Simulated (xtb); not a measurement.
Sb(Cl)2(TeH) (Cl₂HSbTe), SMILES [Cl][Sb]([Cl])[TeH]. All values are semi-empirical tight-binding results from xtb (GFN2-xTB unless named), good for trends rather than for accurate numbers. Coordinates come from a GFN2-xTB optimisation. The structure was generated by enumeration; whether it is a known compound was not checked.

For metal compounds this method's bond lengths and energies can be far off.

```json
{
  "orbital_gap": "3.54 eV",
  "zero_point_energy": "5.2 kcal/mol",
  "G − E(el) at 298.15 K (modified RRHO)": "-17.5 kcal/mol"
}
```
